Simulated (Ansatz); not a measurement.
Task: Name a neutral molecule of B, C, Si and H with HOMO–LUMO gap (B3LYP/def2-TZVPP) between 5.55 and 5.85 eV and HOMO–LUMO gap (PBE0/def2-TZVPP) between 5.75 and 6.05 eV (Ansatz, PBE0-D4/def2-TZVP geometry).

Result: `CB[SiH2]C` (5.57 eV, 5.93 eV); `BC[SiH]1CC1` (5.61 eV, 6.00 eV). Other molecules can fit too; these were computed, each in one conformer that needn't be the lowest.

B3LYP here is the variant with VWN-RPA as its local correlation; programs differ in this.
